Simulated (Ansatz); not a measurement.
# Cost against result

Saddle point of GeSiH7F, closed shell (GeH₃F ([F][GeH3]) + SiH₄ → GeSiH₆ ([SiH3][GeH3]) + HF; bonds formed: Ge1–Si7, F2–H6; bonds broken: Ge1–F2, H6–Si7), PBE0-D4/def2-TZVP structure:

```json
{"atom": "Ge1", "x (Å)": "-0.5564", "y (Å)": "-1.2110", "z (Å)": "-0.0003"}
{"atom": "F2", "x (Å)": "1.3979", "y (Å)": "-1.3191", "z (Å)": "0.6557"}
{"atom": "H3", "x (Å)": "-0.2080", "y (Å)": "-2.1730", "z (Å)": "-1.1339"}
{"atom": "H4", "x (Å)": "-1.0157", "y (Å)": "-1.7968", "z (Å)": "1.3331"}
{"atom": "H5", "x (Å)": "-1.7016", "y (Å)": "-0.2867", "z (Å)": "-0.5168"}
{"atom": "H6", "x (Å)": "1.0031", "y (Å)": "-0.1834", "z (Å)": "0.3576"}
{"atom": "Si7", "x (Å)": "0.3180", "y (Å)": "1.3823", "z (Å)": "-0.1037"}
{"atom": "H8", "x (Å)": "1.5686", "y (Å)": "2.1363", "z (Å)": "0.1958"}
{"atom": "H9", "x (Å)": "-0.7813", "y (Å)": "1.8983", "z (Å)": "0.7504"}
{"atom": "H10", "x (Å)": "-0.0244", "y (Å)": "1.5532", "z (Å)": "-1.5379"}
```

Barriers are electronic and count from the start structure reached by relaxing down the imaginary mode.

Ansatz 0.2.0; basis: as named in each row; cores frozen in the correlated methods. Filled d shells of the heavier atoms are correlated. The def2 sets are not built for correlating such inner shells, so the correlated values are less sure here. B3LYP uses VWN-RPA correlation. Extrapolation: Hartree–Fock as exp(−7.88 √X), correlation as X^−2.97.

Times are rough, for one single point on 4 threads of a shared host (Intel Xeon).

The estimate by CCSD(T) at an estimated basis limit (MP2 extrapolated from triple and quadruple zeta, plus CCSD(T) − MP2 in triple zeta) is 238.7 kJ/mol.

```
      method       basis  time (s)  barrier (kJ/mol)  method less estimate
          HF      STO-3G   under 1             449.2                 210.6
       SPW92    def2-SVP         1             155.3                 -83.3
      PBE-D4      STO-3G         1             222.7                 -15.9
      PBE-D4    def2-SVP         2             188.9                 -49.8
    B3LYP-D4       6-31G         2             236.9                  -1.8
     PBE0-D4    def2-SVP         2             216.3                 -22.4
       SPW92  def2-TZVPP         4             151.3                 -87.3
      PBE-D4  def2-TZVPP         6             183.2                 -55.5
     BLYP-D4  def2-TZVPP         6             211.9                 -26.8
    B3LYP-D4  def2-TZVPP         6             230.8                  -7.9
    BHLYP-D4  def2-TZVPP         6             261.3                  22.6
     wB97M-V    def2-SVP         7             238.0                  -0.7
   r2SCAN-D4  def2-TZVPP         7             210.8                 -27.9
CAM-B3LYP-D4  def2-TZVPP         7             241.4                   2.7
     PBE0-D4  def2-TZVPP         8             210.1                 -28.6
     CCSD(T)    def2-SVP         8             268.0                  29.3
  r2SCAN0-D4  def2-TZVPP         8             227.6                 -11.1
  RPA on PBE  def2-TZVPP        11             242.7                   4.0
     wB97X-V  def2-TZVPP        12             239.0                   0.3
      B2PLYP  def2-TZVPP        13             241.0                   2.4
    PBE-QIDH  def2-TZVPP        13             233.2                  -5.5
      B97M-V  def2-TZVPP        14             230.4                  -8.2
     wB97M-V  def2-TZVPP        14             233.3                  -5.4
         MP2  def2-QZVPP        37             239.2                   0.5
     CCSD(T)  def2-TZVPP       120             242.7                   4.0
```

All methods are single points on the PBE0-D4 structures.

No T1 diagnostic of these runs exceeds 0.015.

Labels in which every atom is bracketed show which atoms are joined, not bond orders.
